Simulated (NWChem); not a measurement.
System: SiH4SO3; SMILES O[Si](O)(O)S

```xyz
9

O     -1.3795     0.6963    -0.8383
Si    -0.0035     0.3500     0.0002
O      1.4115     0.8674    -0.6768
O     -0.1371     1.1559     1.4323
S      0.1017    -1.7774     0.0989
H     -1.7658     1.5536    -0.6289
H      1.7090     0.3886    -1.4564
H      0.6723     1.2624     1.9407
H     -1.2412    -1.9173     0.0981
```
Atoms are numbered in this order, from 1.

Results from NWChem. Pople sets run with spherical d functions. Coordinates come from a PBE0/def2-SVP optimisation. Atomic charges in e: unrestrained fits to the electrostatic potential beside Mulliken populations; buried atoms are poorly determined by the fit.

For level Hartree-Fock/6-31G*:

```
Quantity      Result
------------  ------
ESP O1         -0.89
Mulliken O1    -0.88
ESP Si2         1.40
Mulliken Si2    1.47
ESP O3         -0.80
Mulliken O3    -0.88
ESP O4         -0.86
Mulliken O4    -0.88
Mulliken S5    -0.42
```

Task: How do the values read with level B3LYP/def2-SVP instead?

Result: The ESP O1 comes out as -0.76 and the Mulliken O1 is -0.38. The ESP Si2 comes out as 1.09 and the Mulliken Si2 comes out as 0.76. The ESP O3 comes out as -0.67 and the Mulliken O3 comes out as -0.39. The ESP O4 comes out as -0.73 and the Mulliken O4 comes out as -0.38. The Mulliken S5 is -0.28.
